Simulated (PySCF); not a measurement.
**Potential energy of BeS⁺ along the bond**

Set-up: PySCF, no relativity, basis sets Be aug-pcseg-1, S aug-pcseg-1. Energies in eV from Be⁺ + S in their ground configurations at the same level. State: ²Π (doublet), unpaired electrons π ↑.

All columns are B97-3. A positive dipole points towards S; it is taken about the centre of mass and depends on that origin.

```
R (Å)  E (eV)  μ (D)  Mulliken charge on Be (basis-dependent)  HOMO (eV)  LUMO (eV)  Mayer bond order  ⟨S²⟩
1.593  -2.354  -6.40                                     0.90     -14.91     -12.24              1.53  0.75
1.667  -2.876  -6.74                                     0.98     -14.62     -11.97              1.47  0.75
1.741  -3.167  -7.08                                     1.05     -14.35     -11.72              1.40  0.75
1.796  -3.270  -7.32                                     1.10     -14.16     -11.54              1.35  0.75
1.852  -3.299  -7.56                                     1.14     -13.99     -11.38              1.30  0.75
1.908  -3.269  -7.79                                     1.17     -13.82     -11.22              1.26  0.75
1.982  -3.162  -8.07                                     1.21     -13.63     -11.03              1.21  0.75
2.074  -2.952  -8.39                                     1.24     -13.41     -10.81              1.16  0.75
2.185  -2.634  -8.71                                     1.25     -13.19     -10.59              1.12  0.76
2.333  -2.167  -9.01                                     1.23     -12.98     -10.66              1.08  0.76
```

A fit through these points gives, at Re = 1.849 Å, μ = -7.55 D and dμ/dR = -4.20 D/Å; the reduced mass is 7.03 u.

Q: How strong is the fundamental in the double-harmonic approximation, I = 42.26·(dμ/dR)²/μred km/mol?

A: I = 42.26·(-4.20)²/7.03 = 106 km/mol at B97-3.

For an ion De counts to the pair picked by the measured ionisation energies or electron affinities, which need not be the lowest pair at this level. The state is the lowest determinant that a PBE0 search found; another state may lie lower at other levels.
